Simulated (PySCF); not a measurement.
C4H8O2, SMILES OCC1COC1.

The structure is a stationary point at PBE-D3(BJ)/def2-SVP. The values are those of a single conformer.

Calculation: TDDFT-PBE/def2-SVPD (PySCF).

Vertical excitations. 

Problem. Give excitation energies, oscillator strengths and character. (Estimate from the structure and the level; the computed values follow.)

Solution. 
```csv
state,energy (eV),λ (nm),f,main pairs
S1,5.36,231,0.002,HOMO→LUMO 100 %
S2,5.95,208,0.015,HOMO→LUMO+1 100 %
S3,6.20,200,0.006,HOMO−1→LUMO 99 %
S4,6.24,199,0.001,HOMO→LUMO+2 97 %
S5,6.43,193,0.004,HOMO→LUMO+3 99 %
S6,6.74,184,0.006,HOMO−1→LUMO+1 98 %
S7,6.84,181,0.013,HOMO→LUMO+4 97 %
S8,6.98,178,0.006,HOMO−1→LUMO+2 97 %
S9,7.16,173,0.016,HOMO−2→LUMO 99 %
S10,7.21,172,0.012,HOMO−1→LUMO+3 99 %
T1,5.31,233,0,HOMO→LUMO 100 %
T2,5.82,213,0,HOMO→LUMO+1 97 %
T3,5.97,208,0,"HOMO−1→LUMO 77 %, HOMO→LUMO+2 22 %"
T4,5.99,207,0,"HOMO→LUMO+2 74 %, HOMO−1→LUMO 22 %"
```
Triplets are in the Tamm–Dancoff approximation, which puts them higher than full response would, so one can lie above its singlet here.
